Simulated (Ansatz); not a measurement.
```xyz
11

B     1.608   -1.383   -0.077
C     0.252   -0.874   -0.639
N     0.075    0.562   -0.675
C    -0.689    1.177    0.035
C    -1.488    1.914    0.763
H     1.770   -2.566   -0.016
H     2.473   -0.638    0.272
H    -0.574   -1.389   -0.122
H     0.215   -1.254   -1.673
H    -1.154    2.308    1.714
H    -2.488    2.142    0.418
```

The species carries charge 0 and has multiplicity 1.

(1) List the PBE/def2-TZVPP orbital energies in eV (Ansatz). (An estimate is asked.)

Results:

(1) The calculation gave: Occupied: -381.04, -270.26, -269.89, -268.79, -177.43, -23.61, -18.85, -17.53, -13.24, -12.24, -11.71, -11.31, -10.94, -9.46, -8.38, -8.30, -7.23, -5.45. Lowest empty: -2.68, -0.90, -0.18, 0.67, 1.24, 1.69, 1.79, 2.23.
